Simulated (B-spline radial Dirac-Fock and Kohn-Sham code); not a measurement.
# Photoelectron lines of Cr²⁺ at 576 eV

System: chromium as Cr²⁺ in the configuration 1s2 2s2 2p6 3s2 3p6 3d4.

These are calculated numbers from a radial B-spline solver; the model is independent-particle photoionisation in a Dirac-Hartree-Slater potential with a Latter tail, all multipoles, thresholds from Dirac-Fock ΔSCF. The asymmetry parameter β is from the dipole term alone. Kinetic energies are from the vacuum level. Open shells are spread statistically over j, without multiplet splitting.

```csv
subshell,electrons,binding (eV),kinetic (eV),σ (kb),β
M1 (3s),2,110.6,465.4,49.1,2.00
M2 (3p1/2),2,76.53,499.5,53.5,1.62
M3 (3p3/2),4,75.52,500.5,?,?
M4 (3d3/2),1.6,28.81,547.2,9.23,1.16
M5 (3d5/2),2.4,28.72,547.3,13.6,1.15
```

Q: What are σ and β for M3 (3p3/2)?

A: σ = 105 kb, the largest of all subshells and 46 % of the total, and β = 1.63.

Run: 3.4 s of CPU time on 1 thread of Intel(R) Xeon(R) Platinum 8375C CPU @ 2.90GHz (shared host), peak memory 0.32 GiB.
